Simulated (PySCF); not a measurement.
**Do core-level shifts follow atomic charges?**

C3H14OSi3.
Geometry (PBE0-D3(BJ)/def2-SVP, Å), atoms numbered from 1 in this order:
```xyz
21
C3H14OSi3 angstrom
C     -3.1552    1.1467   -0.7663
C     -2.2802    0.0795   -1.4099
C     -1.0085   -0.2784   -0.6150
Si    -1.3523   -1.0836    1.0628
Si     0.2095    1.1494   -0.4742
O      1.6612    0.5818    0.0755
Si     2.9822   -0.3586    0.3638
H     -4.0519    1.3390   -1.3741
H     -2.6231    2.1051   -0.6538
H     -3.4959    0.8455    0.2375
H     -2.8812   -0.8340   -1.5616
H     -1.9899    0.4130   -2.4219
H     -0.4470   -1.0486   -1.1790
H     -2.4153   -2.1284    0.9137
H     -1.8165   -0.0886    2.0788
H     -0.1114   -1.7306    1.5863
H     -0.2567    2.1950    0.4843
H      0.3971    1.7771   -1.8204
H      3.6336    0.0826    1.6309
H      3.9562   -0.2283   -0.7610
H      2.5810   -1.7926    0.4906
```

Binding energies: PySCF, delta-SCF UKS SCAN, pcX-2 on the ionised atom, pcseg-1 elsewhere, spin-free X2C. Charges: PBE0/pcSseg-1 ground-state density, for the ionised atom.

| atom | environment | Si 1s (eV) | Mulliken (e) | IAO (e) | Hirshfeld (e) | ESP (e) |
| --- | --- | --- | --- | --- | --- | --- |
| Si4 | SiH3 silicon | 1846.24 | +0.455 | +0.568 | +0.298 | +0.301 |
| Si5 | oxygen-bound silicon | 1847.05 | +0.899 | +0.991 | +0.394 | +0.580 |
| Si7 | oxygen-bound silicon | 1847.44 | +0.719 | +0.858 | +0.388 | +0.559 |

Question: How well does each charge scheme correlate with the binding energies over these sites?

Answer: Hirshfeld: r = 0.93, slope 10.5 eV per e; ESP: r = 0.92, slope 3.6 eV per e; IAO: r = 0.80, slope 2.3 eV per e; Mulliken: r = 0.74, slope 2.0 eV per e. On 3 points no scheme stands out.

Question: The point-charge model writes a binding energy as kq + V + constant, with V the potential of the other atoms' charges at the site. What does it give with the Mulliken charges?

Answer: V = Σ 14.40 eV Å × q/r over all other atoms: -5.49 eV at Si4, -10.48 eV at Si5, -8.03 eV at Si7. Fitting binding energy − V to q gives k = 13.2 eV per e and leaves an rms residual of 0.14 eV, against 0.34 eV for the fit on q alone. The model has no term for differences in relaxation between sites.

The structure is a single PBE0-D3(BJ)/def2-SVP conformer in the gas phase; no vibrational or solvent corrections.
